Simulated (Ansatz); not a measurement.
Start from `O=CBF` and change one atom or group to get `O=CB(F)[SiH3]`.

Ansatz, PBE0-D4/def2-TZVP geometries, multiplicity 1. Each molecule was computed in one conformer, which needn't be the lowest.

```
                                                                                  property  `O=CBF`
                                                        LUMO energy (PBE0/def2-TZVPP) / eV    -2.93
                                                       HOMO energy (B3LYP/def2-TZVPP) / eV    -7.32
ideal-gas entropy at 298 K and 1 bar (rigid rotor, harmonic PBE0-D4/def2-TZVP) / J/(mol·K)      293
                                            size of the dipole moment (PBE/def2-TZVPP) / D     1.40
                                                     HOMO energy (ωB97M-V/def2-TZVPP) / eV    -9.91
                                                       LUMO energy (B3LYP/def2-TZVPP) / eV    -3.19
```

(1) What does the change do to each property? (Estimate.)

## Answers

(1) Ansatz gave: 
```tsv
property	`O=CB(F)[SiH3]`	shift
LUMO energy (PBE0/def2-TZVPP) / eV	-3.09	-0.16
HOMO energy (B3LYP/def2-TZVPP) / eV	-7.20	0.12
ideal-gas entropy at 298 K and 1 bar (rigid rotor, harmonic PBE0-D4/def2-TZVP) / J/(mol·K)	356	63
size of the dipole moment (PBE/def2-TZVPP) / D	1.33	-0.07
HOMO energy (ωB97M-V/def2-TZVPP) / eV	-9.70	0.21
LUMO energy (B3LYP/def2-TZVPP) / eV	-3.32	-0.13
```

With PBE0 the HOMO rises by 0.13 eV and the LUMO falls by 0.16 eV, so the gap narrows by about 0.29 eV. PBE moves the HOMO by 0.05 eV and ωB97M-V by 0.21 eV. The zero-point energy changes by 42.2 kJ/mol with +9 modes. Dipoles are sizes alone; their direction can turn. Modes under 60 cm⁻¹, often nearly free rotors, make the harmonic entropy too high.

B3LYP here is the variant with VWN-RPA as its local correlation; programs differ in this.
